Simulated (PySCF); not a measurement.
C₈H₇NSe, SMILES [nH]1cccc1-c1ccc[se]1 at its GFN2-xTB optimised geometry (Å):

```
17

C      3.1014     0.5037     0.0000
C      2.9720    -0.8616     0.0001
N      1.6506    -1.1603     0.0002
C      0.9135    -0.0098     0.0000
C     -0.5187    -0.0098     0.0000
C     -1.3503     1.0778     0.0000
C     -2.7311     0.7844     0.0001
C     -3.0402    -0.5364     0.0000
Se    -1.5262    -1.6083     0.0010
C      1.8079     1.0467    -0.0001
H      4.0209     1.0545    -0.0001
H      3.7209    -1.6286     0.0002
H      1.2547    -2.0879     0.0003
H     -0.9740     2.0859     0.0001
H     -3.4833     1.5557     0.0003
H     -4.0209    -0.9758     0.0002
H      1.5556     2.0879    -0.0002
```

Calculation: B3LYP/def2-SVP (PySCF).

Map of the electrostatic potential (hartree/e), clipped to [-0.08, 0.12] on the plane z = 1.2 Å:

```
|111111111111111111111111111|
|111111111111111111111111111|
|111111111111111111111111111|
|111111111111111111111111111|
|111111111111111111111111111|
|111111111111111111111111111|
|111111111111111111100111111|
|111111111111111111000011111|
|111111111111111110000011111|
|111111111111100000000011111|
|111111111121000011000011111|
|111111122121000011000011111|
|111110012111111100011000111|
|111110001112322321000000111|
|111111122333322322110000111|
|111111123685322222231111111|
|111121124998433322222111111|
|111111123796433432222221111|
|111111122333233443222221111|
|111111111111223433222221111|
|111111111111122333222211111|
|111111111111122222222111111|
|111111111111122222221111111|
|111111111111111222211111111|
|111111111111111111111111111|
|111111111111111111111111111|
|111111111111111111111111111|
```
Scale: ten equal steps from -0.016 (start of '0') to 0.120 (end of '9'), in the order '0123456789'; x runs from -6.50 to 6.50, y from -6.50 (bottom) to 6.50 (top).
